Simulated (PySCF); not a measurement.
Molfile (atoms numbered from 1):
```
CH8BNS
     RDKit          3D

 12 11  0  0  0  0  0  0  0  0999 V2000
    1.8679   -0.4356   -0.2528 C   0  0  0  0  0  0  0  0  0  0  0  0
    0.7886    0.2114    1.0572 S   0  0  0  0  0  0  0  0  0  0  0  0
   -0.7129    0.8049    0.0933 B   0  0  0  0  0  0  0  0  0  0  0  0
   -1.6500   -0.5117   -0.2036 N   0  0  0  0  0  0  0  0  0  0  0  0
    2.8133   -0.7532    0.2095 H   0  0  0  0  0  0  0  0  0  0  0  0
    2.0843    0.3431   -0.9992 H   0  0  0  0  0  0  0  0  0  0  0  0
    1.4428   -1.3115   -0.7704 H   0  0  0  0  0  0  0  0  0  0  0  0
   -1.3909    1.5193    0.8133 H   0  0  0  0  0  0  0  0  0  0  0  0
   -0.4561    1.2816   -1.0019 H   0  0  0  0  0  0  0  0  0  0  0  0
   -2.5417   -0.2605   -0.6358 H   0  0  0  0  0  0  0  0  0  0  0  0
   -1.8318   -0.9969    0.6773 H   0  0  0  0  0  0  0  0  0  0  0  0
   -1.1725   -1.1710   -0.8200 H   0  0  0  0  0  0  0  0  0  0  0  0
  1  2  1  0
  2  3  1  0
  3  4  1  0
  1  5  1  0
  1  6  1  0
  1  7  1  0
  3  8  1  0
  3  9  1  0
  4 10  1  0
  4 11  1  0
  4 12  1  0
M  CHG  2   3  -1   4   1
M  END
```

Geometry: PBE0-D3(BJ)/def2-SVP; GIAO shifts from PySCF 2.14, gas phase, non-relativistic, averaged over equivalent atoms.

At B3LYP/pcSseg-2 (263 basis functions, 23 s wall time on 1 thread of an Arm Neoverse V2, shared host):
| atoms | δ (ppm) |
| --- | --- |
| C1 | 19.3 |
| S2 | -91.4 |
| B3 | -10.7 |
| N4 | 49.7 |
| H8/H9 | 2.85 |
| H10/H11/H12 | 2.78 |
| H5/H6/H7 | 1.94 |

Chemical shifts δ = σref − σ; $^{13}$C (σref 179.19) and $^{1}$H (σref 31.39) against TMS; $^{33}$S (σref 492.20) vs CS2; $^{11}$B (σref 96.39) against BF3·OEt2; NH3 for $^{15}$N (σref 258.52), all at this level.

Q: Predict the values at OPBE/pcSseg-2 on the same geometry.

A: 
```json
{"atoms": "C1", "δ at OPBE/pcSseg-2": "19.7", "change": "+0.4"}
{"atoms": "S2", "δ at OPBE/pcSseg-2": "-104.6", "change": "-13.2"}
{"atoms": "B3", "δ at OPBE/pcSseg-2": "-14.2", "change": "-3.5"}
{"atoms": "N4", "δ at OPBE/pcSseg-2": "48.2", "change": "-1.5"}
{"atoms": "H8/H9", "δ at OPBE/pcSseg-2": "2.98", "change": "+0.13"}
{"atoms": "H10/H11/H12", "δ at OPBE/pcSseg-2": "2.73", "change": "-0.05"}
{"atoms": "H5/H6/H7", "δ at OPBE/pcSseg-2": "1.92", "change": "-0.02"}
```

δ = σ(ref) − σ, references computed at the same level: TMS for $^{13}$C (σref 184.41) and $^{1}$H (σref 31.20); $^{33}$S (σref 517.23) against CS2; $^{11}$B (σref 97.73) against BF3·OEt2; $^{15}$N (σref 262.82) vs NH3.

The largest change is at S2 (sulfur bonded to C, B). Cost: 263 basis functions, 30 s wall time on 1 thread of an Arm Neoverse V2, shared host.

Experimental scales use liquid or dissolved standards, which lie at an offset from isolated NH3 (liquid NH3: subtract about 20 ppm).
